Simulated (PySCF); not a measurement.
Structure problem from calculated spectra and properties.

Elements present: C, H, N and O. Monoisotopic mass: 111.0320 u.

| Item | Value |
| --- | --- |
| UV, first state | lowest singlet excitation: 4.37 eV (284 nm, f = 0.000) [TDDFT PBE0/def2-SVPD] |
| Triplet | lowest triplet excitation (Tamm–Dancoff): 3.23 eV [TDA PBE0/def2-SVPD] |
| Dipole | 4.09 D [PBE0/def2-SVPD] |
| 13C NMR | chemical shifts (computed TMS as zero) by class: 172.4 (1 C), 148.5 (1 C), 122.3 (1 C), 121.8 (1 C), 54.7 (1 C) ppm [GIAO PBE0/pcSseg-1] |
| Polarisability | 75.9 au [PBE0/def2-SVPD] |
| Rotational structure | rotational constants A, B, C: 9.063, 0.854, 0.784 GHz [GFN2-xTB] |
| UV, strongest line | among the 6 lowest singlet transitions: S2 at 5.55 eV (223 nm, f = 0.475) [TDDFT PBE0/def2-SVPD] |

The electronic properties come from PySCF, for the isolated species, density fitting. Levels stand in brackets. NMR shifts are as computed; neighbouring signals can stand in another order in a measured spectrum. Isolated species at its GFN2-xTB geometry (one conformer only). NMR values are class means; diastereotopic atoms form classes of their own.

Task: Which formula fits the mass and the elements?

Result: C5H5NO2 (calculated 111.0320). No other formula that holds each of these elements comes within 0.0003 u with a fitting electron parity and a possible valence count.

Task: Propose a structure and show how it fits.

Result: Numbering: `[CH3:1][O:2][C:3](=[O:4])/[CH:5]=[CH:6]/[C:7]#[N:8]`. Its formula, C5H5NO2, gives 4 degrees of unsaturation: 0 rings and 4 π bonds in the structure found. 5 carbons fall into 5 classes; from least to most shielded: ester carbonyl carbon [C3] (172.4 ppm), alkene CH carbon [C5] (148.5 ppm), alkene CH carbon [C6] (122.3 ppm), nitrile carbon [C7] (121.8 ppm), methoxy carbon [C1] (54.7 ppm). S1 is mainly HOMO−1→LUMO (weight 0.97); the largest Löwdin shares of the orbital it empties are 0.67 on the ester carbonyl oxygen, 0.10 on the ester single-bonded oxygen, 0.08 on the ester carbonyl carbon and 0.07 on an alkene CH carbon, of the orbital it fills 0.23 on each of 2 atoms of one kind (alkene CH carbon), 0.12 on the nitrile nitrogen and 0.12 on the ester carbonyl carbon. The optimised geometry has point group Cs and is an asymmetric top. Structure: `COC(=O)/C=C/C#N`. Computed isomers that give other values at the same levels: `C=COC(=O)CC#N` (13C chemical shifts (computed TMS as zero) by class: 165.8 (1 C), 149.1 (1 C), 117.6 (1 C), 105.2 (1 C), 26.3 (1 C) ppm); `[O-][n+]1ccc(O)cc1` (13C chemical shifts (computed TMS as zero) by class: 155.7 (1 C), 144.6 (2 C), 118.0 (2 C) ppm); `C=Cc1ncc(O)o1` (13C chemical shifts (computed TMS as zero) by class: 165.1 (1 C), 155.6 (1 C), 133.1 (1 C), 121.2 (1 C), 107.2 (1 C) ppm). The assignments are read from this structure; whether some other isomer fits the data as well wasn't checked.

The values belong to the conformer `[CH3:1][O:2][C:3](=[O:4])/[CH:5]=[CH:6]/[C:7]#[N:8]`: C1–O2–C3–O4 0°, O2–C3–C5–C6 180°.
